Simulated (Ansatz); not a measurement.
Consider the cleavage of the Ge–Si bond: `[SiH3][GeH3]` + `CN[SiH2]O` → `C[N]([GeH3])[SiH2]O` + SiH₄.

Gas-phase electronic energies from Ansatz, PBE0-D4/def2-TZVP geometries. CCSD(T)/CBS adds triple-zeta CCSD(T) − MP2 to the extrapolated MP2 energy (def2 sets, frozen cores). This one scheme is used for every species. Functionals use def2-TZVPP. For Ge outer-core shells are correlated without core-valence functions, which leaves a few kJ/mol of doubt a bond. Scalar relativity is left out up to krypton. One conformer a species, not always the lowest.

Task: Is it downhill or uphill in electronic energy at CCSD(T)/CBS, and by how much? (Estimate.)

Result: Computed: Uphill: ΔE = +7.0 kJ/mol.

Task: What do these levels give: r2SCAN-D4, PBE0-D4, ωB97X-V, ωB97M-V, B2PLYP, PBE, PBE0, MP2/def2-TZVPP, CCSD/def2-TZVPP, HF/CBS(def2), MP2/CBS(def2), CCSD/CBS(def2)? (Best estimate.)

Result: Computed: r2SCAN-D4 16.2, PBE0-D4 20.5, ωB97X-V 9.2, ωB97M-V 9.2, B2PLYP 9.6, PBE 28.4, PBE0 25.5, MP2/def2-TZVPP -3.6, CCSD/def2-TZVPP 4.2, HF/CBS(def2) 4.6, MP2/CBS(def2) 1.0, CCSD/CBS(def2) 8.7 kJ/mol.

Largest T1 diagnostic among the species: 0.012.

The D4 term adds −8.9 kJ/mol with B3LYP and −5.0 kJ/mol with PBE0; it sums over pairs of atoms, weighted by their polarisabilities, and B3LYP, whose exchange is more repulsive, gets the larger term.

B3LYP here is the variant with VWN-RPA as its local correlation; programs differ in this.
